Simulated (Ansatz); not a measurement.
Cl$_{3}$HNNb (`[NH]=[Nb]([Cl])([Cl])[Cl]`). Total charge 0; spin multiplicity 1. Nb: def2 effective core potential. The geometry is a stationary point of PBE0-D4/def2-TZVP. It is one conformer, not always the lowest.

```xyz
6

N     0.415    1.036   -0.696
Nb   -0.129   -0.321    0.216
Cl    1.228   -0.486    2.043
Cl   -2.294    0.091    0.804
Cl    0.047   -2.151   -1.137
H     0.733    1.831   -1.231
```

(1) What is the dipole moment at PBE/def2-TZVPP? (Best estimate.)

(2) And with r2SCAN, B3LYP, ωB97M-V? (Estimate.)

(3) Give the Mulliken charges with PBE, B3LYP, ωB97M-V in def2-TZVPP. (Estimate.)

## Answers

(1) The calculation gave: 1.46 D, with components (0.46, 1.15, -0.77) D in this frame, pointing from negative to positive charge.

(2) Computed: r2SCAN 1.49 D, B3LYP 1.50 D, ωB97M-V 1.61 D.

(3) The calculation gave: 
```tsv
atom	PBE	B3LYP	ωB97M-V
N1	-0.55	-0.58	-0.53
Nb2	1.15	1.27	1.14
Cl3	-0.27	-0.29	-0.25
Cl4	-0.27	-0.29	-0.25
Cl5	-0.27	-0.29	-0.25
H6	0.19	0.18	0.15
```

B3LYP here is the variant with VWN-RPA as its local correlation; programs differ in this.
